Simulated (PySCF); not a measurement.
C2H9BO2Si, SMILES OB(C[SiH2]C)O.

Coordinates come from a B3LYP-D3(BJ)/def2-SVP optimisation. The structure was generated by enumeration, and PubChem lists no compound with its InChIKey, so it may never have been made. The values are those of a single conformer.

Level of theory: PySCF with PBE/def2-TZVP.

Isolated molecule, no solvent.

The total energy comes out as -546.19496 hartree. The highest occupied level comes out as -7.12 eV and the lowest empty level is -0.50 eV. The orbital gap comes out as 6.62 eV, the dipole moment comes out as 2.25 D and the quadrupole, principal values (traceless, Buckingham form, about the centre of nuclear charge) comes out as -14.23, 2.92, 11.30 D·Å. The mean static polarisability is 74.2 bohr³ (10.99 Å³). The polarisability, principal values comes out as 65.9, 76.0, 80.6 bohr³.
